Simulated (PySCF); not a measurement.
Compound: C₃H₇F₂OSi (doublet state).
Geometry (GFN2-xTB, Å), atoms numbered from 1 in this order:
```xyz
14
C3H7F2OSi angstrom
C      2.4567    0.3235    0.1561
C      1.5727   -0.5734    0.9070
O      0.2177   -0.2168    0.8802
Si    -0.7716    0.0510   -0.3648
C     -2.4439    0.2652    0.5691
F     -3.3005    1.0274   -0.1694
F     -3.0731   -0.9332    0.7327
H      3.5035    0.1050    0.1040
H      2.0753    1.2274   -0.2685
H      1.8567   -0.6013    1.9748
H      1.6782   -1.6089    0.5388
H     -0.5079    1.2922   -1.0909
H     -0.8800   -1.0868   -1.2747
H     -2.3845    0.7281    1.5635
```

The hyperfine couplings belong to this conformer and change with its torsions.

The species is `[CH2]CO[SiH2]C(F)F` [radical].

Computed, not measured: UKS B3LYP, pcH-1 on C F H O Si, non-relativistic, mean-field spin-orbit, GIAO (PySCF 2.14.0). One conformer (not necessarily the lowest) at the GFN2-xTB geometry, without solvent, vibrations or thermal averaging. Couplings are sensitive to structure, and on GFN2-xTB geometries they can be far from those on DFT ones. The SCF solution wasn't tested for stability.

Question: Break the g tensor into its mass correction, gauge correction and orbital-Zeeman/spin–orbit terms.

Answer: 
```csv
Δg (ppm),1,2,3
relativistic mass correction,-131,-131,-131
gauge correction,3,32,17
orbital Zeeman/spin–orbit,10,498,687
total,-118,399,573
```

So g = 2.00220, 2.00272, 2.00289 and g_iso = 2.00260; the tensor is rhombic: the two nearest values differ by 25 % of g3 − g1. Axes: g2 points within 12° of the C1–C2 bond.

Question: How much does each term add to the isotropic shift?

Answer: The orbital-Zeeman/spin–orbit term 398, the mass correction -131 and the gauge correction 17 ppm, for a total of 285 ppm. The orbital-Zeeman/spin–orbit term is the largest in size. The mass correction is the same along every axis, so the anisotropy comes from the other two: their spans along these axes are 29 (gauge) and 677 ppm (orbital Zeeman/spin–orbit).

Question: What are the electron Larmor frequencies g μB B/h along the three axes at 330 mT?

Answer: 9.2477, 9.2501, 9.2509 GHz for g1, g2 and g3, a range of 3.2 MHz.

Question: At 9.74 GHz, how far is the centre of the isotropic spectrum from where a free electron (g = 2.002319) resonates?

Answer: B = hν/(g μB) with μB/h = 13.99624 MHz/mT gives 347.55 mT for the free electron and 347.50 mT at g_iso, 0.05 mT lower.

Question: In a frozen sample, at which fields do the three g values resonate at 9.5, 34, 94 and 263 GHz (hyperfine left aside), and which band first spreads them over more than twice a line width of 0.3 mT?

Answer: 
```
band    GHz  B(g3) mT  B(g2) mT  B(g1) mT  spread mT
   X    9.5    338.89    338.92    339.00       0.12
   Q   34.0   1212.86   1212.96   1213.28       0.42
   W   94.0   3353.19   3353.49   3354.35       1.16
   J  263.0   9381.81   9382.62   9385.05       3.24
```

The spread grows in proportion to the frequency. W band is the first where it exceeds 0.6 mT.

The Mulliken spin populations are largest on C1 (+1.06) and C2 (-0.09). C1 is the only atom above +0.15. The positive populations add up to 1.17 and the negative ones to -0.17, together 2S = 1. The angles at C1 add up to 359.8°, so it is planar; its axial dipolar tensor and the negative couplings of its protons fit spin in a p orbital normal to that plane.

The HOMO–LUMO gaps are 6.42 eV among the α and 5.86 eV among the β orbitals.

On one thread, Arm Neoverse V2 (aarch64), no GPU, shared host with 96 logical CPUs at a one-minute load of 81, this took 73 s of wall time (with the writing of density and orbital grids) and 0.89 GiB of memory at its peak.
